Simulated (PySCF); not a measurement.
Fill in the blanks.

C2H12N2Si2.
SMILES: `[SiH3]C[Si](C)(N)N`

Conformer (atom-mapped SMILES and torsion angles): `[CH3:1][Si:2]([NH2:3])([NH2:4])[CH2:5][SiH3:6]`: C1–Si2–C5–Si6 66°, H–N3–Si2–C1 36°, H–N3–Si2–C1 180°, H–N4–Si2–C1 -83°, H–N4–Si2–C1 61°.

```json
{"property": "point group", "level": "PBE0-D3(BJ)/def2-SVP", "value": "C1"}
{"property": "rotational constants A, B, C", "level": "PBE0-D3(BJ)/def2-SVP", "value": "3.297, 1.293, 1.237 GHz"}
{"property": "dipole moment", "level": "CAM-B3LYP/def2-SVPD", "value": "?"}
{"property": "HOMO energy", "level": "CAM-B3LYP/def2-SVPD", "value": "-8.45 eV"}
{"property": "LUMO energy", "level": "CAM-B3LYP/def2-SVPD", "value": "0.94 eV"}
{"property": "lowest singlet excitation", "level": "TDDFT CAM-B3LYP/def2-SVPD", "value": "6.45 eV (192 nm, f = 0.061)"}
{"property": "lowest triplet excitation (Tamm–Dancoff)", "level": "TDA CAM-B3LYP/def2-SVPD", "value": "6.15 eV"}
{"property": "static isotropic polarisability", "level": "CAM-B3LYP/def2-SVPD", "value": "94.1 au"}
{"property": "vertical ionisation energy", "level": "ΔSCF CAM-B3LYP/def2-SVPD", "value": "?"}
{"property": "electronic spatial extent ⟨r²⟩ about the centre of nuclear charge", "level": "CAM-B3LYP/def2-SVPD", "value": "1136 bohr²"}
{"property": "13C chemical shifts (computed TMS as zero) by class", "level": "GIAO PBE0/pcSseg-1", "value": "0.5 (1 C), -3.7 (1 C) ppm"}
{"property": "1H chemical shifts (computed TMS as zero) by class", "level": "GIAO PBE0/pcSseg-1", "value": "?"}
{"property": "isotropic shieldings of nuclei other than C and H, by class", "level": "GIAO PBE0/pcSseg-1", "value": "239 (2 N), 361 (1 Si), 420 (1 Si) ppm"}
```

Gas-phase values; electronic properties from PySCF, density fitting. One conformer (not necessarily the lowest) at the PBE0-D3(BJ)/def2-SVP geometry, without solvent or vibrations. NMR classes are plain means over equivalent atoms (diastereotopic ones count apart unless rotation or inversion swaps them), as if these changed places fast; in this geometry the members of some classes differ.

(1) The dipole moment?

(2) What is the vertical ionisation energy?

(3) The 1H chemical shifts (computed TMS as zero) by class?

Answers

(1) 0.92 D.

(2) 9.13 eV.

(3) 3.90 (3 H), 0.26 (4 H), 0.02 (3 H), -0.33 (2 H) ppm.

With B = h/(8π²I), that is 505.379 GHz u Å² over I, the principal moments of inertia are 153.3, 390.9 and 408.6 u Å² (most abundant isotopes); the inertial defect Ic − Ia − Ib is -135.6 u Å² (zero for a rigid planar frame, negative otherwise). No computed singlet falls in the visible range (750 to 380 nm, 1.65 to 3.26 eV); S1 lies 3.19 eV above its blue end. The dipole matches unit charges of opposite sign 0.19 Å apart (1 e·Å = 4.8032 D).
